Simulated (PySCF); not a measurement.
B3LYP on Ba- (barium, charge -1), [Xe] 5d1 6s2, 2D determinant. All numbers are calculated (PySCF 2.14, scalar relativity by spin-free X2C-1e, in aug-cc-pVDZ-X2C).

```
cycle= 1 E= -8134.83890626269  delta_E= -0.00189  |g|= 0.0276  |ddm|= 0.823
cycle= 2 E= -8134.83758113727  delta_E= 0.00133  |g|= 0.0375  |ddm|= 0.704
cycle= 3 E= -8134.84163888659  delta_E= -0.00406  |g|= 0.00168  |ddm|= 0.378
cycle= 4 E= -8134.84167885379  delta_E= -4e-05  |g|= 0.00159  |ddm|= 0.0442
cycle= 5 E= -8134.84169869367  delta_E= -1.98e-05  |g|= 0.000222  |ddm|= 0.0433
cycle= 6 E= -8134.84170009629  delta_E= -1.4e-06  |g|= 3.14e-05  |ddm|= 0.0123
cycle= 7 E= -8134.84170011395  delta_E= -1.77e-08  |g|= 9.88e-06  |ddm|= 0.00109
cycle= 8 E= -8134.84170011548  delta_E= -1.53e-09  |g|= 4.77e-06  |ddm|= 0.000232
cycle= 9 E= -8134.84170011578  delta_E= -3.01e-10  |g|= 1.23e-06  |ddm|= 0.000192
converged SCF energy = -8134.84170011578  <S^2> = 0.76674154  2S+1 = 2.016672
```

Highest occupied orbital energy: 1.259 eV; ⟨L²⟩ = 6.07; populations by l: s 11.99, p 24.00, d 21.01.

Can this result be used?

With care. Self-consistency was reached. Spin-orbit coupling, absent here, splits the open shell strongly. The configuration of this anion was assumed by filling the next shell in order. It is not the known or likely ground configuration (Ca⁻, Sr⁻ and Ba⁻, for instance, bind a p electron), so these values are not the electron affinity of the element. At B3LYP the highest occupied level has a positive energy, so only the finite basis holds that electron.
